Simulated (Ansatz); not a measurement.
Geometry optimisation, Ansatz 0.2.0, RKS B3LYP/def2-SVP.

Input:

```yaml
crystal:
  periodic: [false, false, false]
  atoms:
    - { symbol: C, position_ang: [-0.6255, 0.15359, 1.56428] }
    - { symbol: "N", position_ang: [-0.28356, 0.99587, 0.4575] }
    - { symbol: C, position_ang: [0.53097, 1.90886, 0.42214] }
    - { symbol: Si, position_ang: [1.76476, 2.97929, 1.1158] }
    - { symbol: H, position_ang: [-0.45042, -0.91097, 1.35785] }
    - { symbol: H, position_ang: [-0.0318, 0.46574, 2.42442] }
    - { symbol: H, position_ang: [-1.67711, 0.3172, 1.80302] }
    - { symbol: H, position_ang: [3.1372, 2.80613, 0.66405] }
    - { symbol: H, position_ang: [1.40408, 4.37468, 1.31728] }
basis:
  gaussian: { orbitals: def2-SVP }
hamiltonian:
  xc: b3lyp
relax:
  f_tol: 0.015
  max_steps: 40
```

Run as:

```bash
$ ansatz run input.yaml --threads 1 --pin off --max-ram 2048MiB --backend cpu --events-out ev --progress --plain --runs-dir out
```

Problem. Where does it end, and by what steps?

Solution. The run converged. After 13 steps the energy has fallen by 0.445 eV; H6 moved furthest, 1.00 Å.

```csv
step,energy less start (eV),largest force component (eV/Å),accepted
0,0.0000,1.063,yes
1,-0.1966,0.729,yes
2,-0.2586,1.135,yes
3,-0.3216,1.777,yes
4,-0.3726,0.477,yes
5,-0.4018,0.257,yes
6,-0.4098,0.563,yes
7,-0.4206,0.302,yes
8,-0.4379,0.185,yes
9,-0.4429,0.151,yes
10,-0.4436,0.335,yes
11,-0.4447,0.081,yes
12,-0.4449,0.025,yes
13,-0.4449,0.007,yes
```

```xyz
9
Properties=species:S:1:pos:R:3
C -0.735 0.048 1.590
N 0.152 1.118 1.343
C 0.907 2.003 1.200
Si 2.213 3.380 1.316
H -0.497 -0.795 0.922
H -0.655 -0.291 2.636
H -1.771 0.368 1.396
H 2.894 2.880 0.050
H 1.260 4.378 0.674
```

Time of the run: 28 s on 1 thread of Intel(R) Xeon(R) Platinum 8559C (Emerald Rapids), on a shared host, peak memory 0.17 GiB.
